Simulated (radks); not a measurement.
Spherical quantum dot in the effective-mass picture: electrons in a hard-walled sphere of radius 2.12, all in effective atomic units (hartree* = m*/eps^2 hartree, bohr* = eps/m* bohr), one dielectric constant everywhere. Method: non-relativistic Kohn-Sham, r2SCAN, spin-polarised, spherical densities, generalised Kohn-Sham scheme; computed with a radial shooting solver with Libxc functionals. Levels are named by radial order and angular momentum (1s, 1p, 1d, 2s, ...), and open shells are averaged over m. Each electron was tried in the lowest free levels, single moves between levels near the top were tried too, and the lowest total energy was kept; such a search can miss a lower state. At N = 1 the Hartree and exchange-correlation terms need not cancel, so that row can carry a self-interaction error.

\begin{tabular}{lrrrrrr}
N & open shells & 2S & mu = E(N) - E(N-1) (hartree*) & addition energy mu(N+1) - mu(N) (hartree*) & e(HOMO) (hartree*) & rms radius (bohr*) \\ \hline
1 & 1s(up 1, down 0) & 1 & 1.0945 & 0.7863 & 1.3714 & 1.130 \\
2 & none & 0 & 1.8807 & 1.663 & 2.1604 & 1.162 \\
3 & 1p(up 1, down 0) & 1 & 3.5434 & 0.5698 & 3.8197 & 1.233 \\
4 & 1p(up 2, down 0) & 2 & 4.1133 & 0.6020 & 4.4119 & 1.270 \\
5 & 1p(up 3, down 0) & 3 & 4.7153 & 0.8629 & 5.0202 & 1.296 \\
6 & 1p(up 3, down 1) & 2 & 5.5782 & 0.5550 & 5.8494 & 1.316 \\
7 & 1p(up 3, down 2) & 1 & 6.1332 & 0.5841 & 6.4222 & 1.332 \\
8 & none & 0 & 6.7173 & 1.895 & 7.0145 & 1.346 \\
9 & 1d(up 1, down 0) & 1 & 8.6126 & 0.5647 & 8.8933 & 1.366 \\
10 & 1d(up 2, down 0) & 2 & 9.1773 & 0.5725 & 9.4624 & 1.382 \\
11 & 1d(up 3, down 0) & 3 & 9.7499 & 0.5774 & 10.038 & 1.396 \\
12 & 1d(up 4, down 0) & 4 & 10.327 & 0.5802 & 10.617 & 1.407 \\
13 & 1d(up 5, down 0) & 5 & 10.907 & 0.8184 & 11.198 & 1.418 \\
14 & 1d(up 5, down 1) & 4 & 11.726 & 0.5540 & 12.001 & 1.428 \\
15 & 1d(up 5, down 2) & 3 & 12.280 & 0.5623 & 12.560 & 1.436 \\
16 & 1d(up 5, down 3) & 2 & 12.842 & 0.5680 & 13.125 & 1.444 \\
17 & 1d(up 5, down 4) & 1 & 13.410 & 0.5715 & 13.695 & 1.451 \\
18 & none & 0 & 13.982 & 2.123 & 14.268 & 1.458 \\
19 & 1f(up 1, down 0) & 1 & 16.104 & 0.5546 & 16.380 & 1.466 \\
20 & 1f(up 2, down 0) & 2 & 16.659 & 0.5573 & 16.936 & 1.474 \\
21 & 1f(up 3, down 0) & 3 & 17.216 & 0.5596 & 17.495 & 1.481 \\
22 & 1f(up 4, down 0) & 4 & 17.776 & 0.5613 & 18.056 & 1.487 \\
23 & 1f(up 5, down 0) & 5 & 18.337 & 0.5625 & 18.618 & 1.493 \\
24 & 1f(up 6, down 0) & 6 & 18.900 & 0.5634 & 19.181 & 1.499 \\
25 & 1f(up 7, down 0) & 7 & 19.463 & 0.7897 & 19.745 & 1.504 \\
26 & 1f(up 7, down 1) & 6 & 20.253 & 0.5480 & 20.524 & 1.510 \\
27 & 1f(up 7, down 2) & 5 & 20.801 & 0.5507 & 21.074 & 1.514 \\
28 & 1f(up 7, down 3) & 4 & 21.351 & 0.5533 & 21.627 & 1.519 \\
29 & 1f(up 7, down 4) & 3 & 21.905 & 0.5553 & 22.181 & 1.523 \\
30 & 1f(up 7, down 5) & 2 & 22.460 & 0.5568 & 22.738 & 1.527 \\
31 & 1f(up 7, down 6) & 1 & 23.017 & 0.5578 & 23.295 & 1.531 \\
32 & none & 0 & 23.575 & 1.115 & 23.853 & 1.535 \\
33 & 2s(up 1, down 0) & 1 & 24.690 & 0.9177 & 25.010 & 1.529 \\
34 & none & 0 & 25.608 & 1.500 & 25.923 & 1.523 \\
35 & 1g(up 1, down 0) & 1 & 27.108 & 0.5456 & 27.381 & 1.528 \\
36 & 1g(up 2, down 0) & 2 & 27.654 & 0.5475 & 27.929 & 1.532 \\
37 & 1g(up 3, down 0) & 3 & 28.201 & 0.5488 & 28.477 & 1.536 \\
38 & 1g(up 4, down 0) & 4 & 28.750 & 0.5496 & 29.026 & 1.540 \\
39 & 1g(up 5, down 0) & 5 & 29.300 & - & 29.575 & 1.544 \\
\end{tabular}

All shells are closed at N = 2, 8, 18, 32, 34 (there: 1s2 1p6 1d10 2s2 1f14); the second difference of the energy has clear peaks (12 % above both neighbours; the first and last values, which can be the largest, are not judged, and half-filled shells can peak too) at N = 2, 5, 8, 13, 18, 25, 32, 34.
